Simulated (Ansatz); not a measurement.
`O[SiH2][CH2][ZnH]` and `O[SiH2]CCl` differ in one atom or group.

Ansatz, PBE0-D4/def2-TZVP geometries, multiplicity 1. Each molecule was computed in one conformer, which needn't be the lowest.

Scalar relativity is left out up to krypton.

```
                                          property  `O[SiH2][CH2][ZnH]`
             HOMO–LUMO gap (B3LYP/def2-TZVPP) / eV                 6.68
               HOMO energy (B3LYP/def2-TZVPP) / eV                -7.12
  size of the dipole moment (B3LYP/def2-TZVPP) / D                 1.06
size of the dipole moment (ωB97M-V/def2-TZVPP) / D                 1.04
             LUMO energy (ωB97M-V/def2-TZVPP) / eV                 1.13
                HOMO energy (PBE0/def2-TZVPP) / eV                -7.34
```

Problem. What does the change do to each property? (Best estimate.)

Solution. The calculation gave: 
| property | `O[SiH2]CCl` | shift |
| --- | --- | --- |
| HOMO–LUMO gap (B3LYP/def2-TZVPP) / eV | 7.67 | 0.99 |
| HOMO energy (B3LYP/def2-TZVPP) / eV | -7.94 | -0.82 |
| size of the dipole moment (B3LYP/def2-TZVPP) / D | 0.93 | -0.13 |
| size of the dipole moment (ωB97M-V/def2-TZVPP) / D | 0.91 | -0.13 |
| LUMO energy (ωB97M-V/def2-TZVPP) / eV | 1.79 | 0.66 |
| HOMO energy (PBE0/def2-TZVPP) / eV | -8.17 | -0.83 |

With PBE0 the HOMO falls by 0.83 eV and the LUMO rises by 0.16 eV, so the gap widens by about 0.99 eV. PBE moves the HOMO by -0.56 eV and ωB97M-V by -0.94 eV. Dipoles are sizes alone; their direction can turn.

B3LYP here is the variant with VWN-RPA as its local correlation; programs differ in this.
